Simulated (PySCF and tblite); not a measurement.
Values are calculated unless marked as measured or tabulated.
System: C₄H₅NO₃Si, numbered as in [O:1]=[C:2]([O:3][SiH3:4])[c:5]1[cH:6][cH:7][o:8][n:9]1.

Motion: shift of Si4 from O3 to O1. GFN2-xTB gives an electronic barrier of 13.6 kcal/mol and a reaction energy of 1.2 kcal/mol.

Problem. What does PBE0/pcSseg-1 + D3(BJ) give on PBE0-D3(BJ)/def2-SVP geometries?

Solution. A barrier of 14.7 kcal/mol, 1.1 above the tight-binding barrier (from unrounded values), a reaction energy of 1.1 kcal/mol and, with GFN2-xTB thermal terms, ΔG‡(298 K) = 15.6 kcal/mol and k = 44 s⁻¹ (2 equivalent paths).

Problem. And the level of the geometries itself, PBE0-D3(BJ)/def2-SVP?

Solution. 14.3 kcal/mol.

Programs: tblite and PySCF.
